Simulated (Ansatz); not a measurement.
Program: Ansatz. Geometries: PBE0-D4/def2-TZVP. ΔE: electronic, gas phase. CCSD(T)/CBS adds triple-zeta CCSD(T) − MP2 to the extrapolated MP2 energy (def2 sets, frozen cores). Functionals use def2-TZVPP. One conformer a species, not always the lowest.

Reaction (isomerisation): `CCOBO` → `BOCCO`

Task: Is it downhill or uphill in electronic energy at CCSD(T)/CBS, and by how much? (An estimate is asked.)

Result: The calculation gave: Uphill: ΔE = +226.0 kJ/mol.

Task: What do these levels give: PBE, r2SCAN, MP2/def2-TZVPP, HF/CBS(def2), MP2/CBS(def2), CCSD/CBS(def2)? (An estimate is asked.)

Result: Ansatz gave: PBE 223.3, r2SCAN 231.1, MP2/def2-TZVPP 232.2, HF/CBS(def2) 225.9, MP2/CBS(def2) 232.6, CCSD/CBS(def2) 226.4 kJ/mol.

Largest T1 diagnostic among the species: 0.013.

From PBE to PBE0 (25 % exact exchange), in def2-TZVPP and without D4, ΔE moves by +3.0 kJ/mol.
